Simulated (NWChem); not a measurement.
Species: CH$_{3}$Zn cation; SMILES [Zn+][CH3]

```xyz
5

Zn     0.0000     0.0000    -0.4610
C      0.0000     0.0000     1.5084
H      0.7492     0.7492     1.7983
H      0.2742    -1.0234     1.7983
H     -1.0234     0.2742     1.7983
```
Atoms are numbered in this order, from 1.

Program: NWChem. Pople sets run with spherical d functions. Coordinates come from a PBE0/def2-SVP optimisation. GIAO values for the isolated, static molecule; σ is the absolute isotropic shielding, δ = σ(reference) − σ with the isolated reference molecule computed at the same levels (13C: tetramethylsilane, 1H: tetramethylsilane).

**Question.** Estimate the computed values for B3LYP/6-31G*. Quantities: σ Zn1 (ppm); δ C2 (ppm); δ H3 (ppm).

**Answer.** 
```json
{
 "σ Zn1 (ppm)": "2435.0",
 "δ C2 (ppm)": "34.9",
 "δ H3 (ppm)": "3.52"
}
```
